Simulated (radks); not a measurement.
Task: These are the eigenvalues of the occupied orbitals of an atom or ion with whole-number occupations (eV). Method: scalar-relativistic Kohn-Sham, r2SCAN, spin-polarised, spherical densities, finite nucleus; meta-GGA in the generalised Kohn-Sham scheme; Fermi nuclear charge, rms radius of each element as measured or else 0.836 A^(1/3) + 0.57 fm; computed with a radial shooting solver on a logarithmic mesh with Libxc functionals.

| orbital | eigenvalue |
|---|---|
| 1s up | -53729.56 |
| 1s down | -53729.55 |
| 2s down | -8969.567 |
| 2s up | -8969.566 |
| 2p up | -7955.412 |
| 2p down | -7955.403 |
| 3s up | -2005.728 |
| 3s down | -2003.695 |
| 3p up | -1692.783 |
| 3p down | -1690.750 |
| 3d up | -1289.989 |
| 3d down | -1288.420 |
| 4s up | -402.9234 |
| 4s down | -398.3602 |
| 4p up | -299.4151 |
| 4p down | -294.8573 |
| 4d up | -157.8661 |
| 4d down | -153.2998 |
| 5s up | -51.4255 |
| 5s down | -49.3263 |
| 5p up | -27.0005 |
| 5p down | -25.6030 |
| 4f up | -4.7418 |
| 6s up | -3.9122 |
| 6s down | -3.7553 |
| 4f down | -0.7813 |

Which element is it, and in what charge state? The configuration may be excited. Open shells, if any, are filled with parallel spins first.

Result: Z = 66, dysprosium, charge 0: Dy in [Xe] 4f10 6s2. The list shows which subshells hold electrons but not how many an open one holds; the 1s level, -1974.5 hartree, gives Z - s = 62.8 by -(Z - s)^2/2, which with screening and relativity narrows Z to a few neighbours, and the depths of the outer levels then fix element, charge and occupations together.
